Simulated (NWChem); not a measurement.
Species: C4H3FS; SMILES Fc1ccsc1

**Question.** Give the equilibrium geometry at PBE0/def2-SVP (NWChem) as a Z-matrix, with the point group.

**Answer.** point group Cs; any orientation.
```
C
F 1 1.3265
C 1 1.3681 2 123.56
H 3 1.0879 1 127.72 2 0.00
C 1 1.4208 2 122.13 3 180.00
C 5 1.3687 1 111.09 2 180.00
H 6 1.0892 5 127.89 1 180.00
H 5 1.0900 6 125.17 7 0.00
S 6 1.7166 7 120.06 5 180.00
```
